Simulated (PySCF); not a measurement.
Shapes and spin states of RuON

Computed with PBE0 in PySCF with Ru def2-TZVP with ECP28, O def2-TZVP, N def2-TZVP; scalar-relativistic core potentials, no spin–orbit coupling; density-fitted integrals.

Relaxations began from a few typed shapes and spin states; open shells are unrestricted. The search is not exhaustive: other isomers or separated fragments can lie lower, and high-lying points may rest on an excited occupation.

```json
{"spin": "doublet (⟨S²⟩ 0.98)", "group": "Cs", "bonds": "Ru–N 1.602 Å, Ru–O 1.721 Å", "angles": "N–Ru–O 121.4°", "imaginary modes (cm⁻¹)": "none", "ΔE (kJ/mol)": "0.0", "ΔE with ZPE (kJ/mol)": "0.0"}
{"spin": "doublet", "group": "Cs", "bonds": "Ru–N 1.601 Å, Ru–O 1.715 Å", "angles": "N–Ru–O 126.4°", "imaginary modes (cm⁻¹)": "none", "ΔE (kJ/mol)": "7.5", "ΔE with ZPE (kJ/mol)": "8.1"}
{"spin": "quartet", "group": "Cs", "bonds": "Ru–N 1.614 Å, Ru–O 1.713 Å", "angles": "N–Ru–O 120.0°", "imaginary modes (cm⁻¹)": "none", "ΔE (kJ/mol)": "19.3", "ΔE with ZPE (kJ/mol)": "19.7"}
{"spin": "doublet", "group": "C∞v", "bonds": "Ru–N 1.604 Å, Ru–O 1.751 Å", "angles": "N–Ru–O 180.0°", "imaginary modes (cm⁻¹)": "78i", "ΔE (kJ/mol)": "104.4", "ΔE with ZPE (kJ/mol)": "–"}
{"spin": "quartet", "group": "C∞v", "bonds": "Ru–N 1.663 Å, Ru–O 1.719 Å", "angles": "N–Ru–O 180.0°", "imaginary modes (cm⁻¹)": "183i, 183i", "ΔE (kJ/mol)": "138.9", "ΔE with ZPE (kJ/mol)": "–"}
```

The lowest minimum found is the doublet (⟨S²⟩ 0.98) Cs: Ru–N 1.602 Å, Ru–O 1.721 Å; N–Ru–O 121.4°.

Formally Ru is in oxidation state +5, d3, with 1 unpaired electron (the high-spin count would be 3). The Mulliken spin on Ru is 0.84. The polar-tensor charge on Ru, 1.14, is far below the formal one.

For the lowest minimum: the determinant is spin-contaminated (⟨S²⟩ = 0.98, pure value 0.75). Other spin states or occupations of the open shell can lie lower.

The electron or spin density has lower symmetry than the nuclear frame for the doublet C∞v at 104.4 kJ/mol, quartet C∞v at 138.9 kJ/mol.
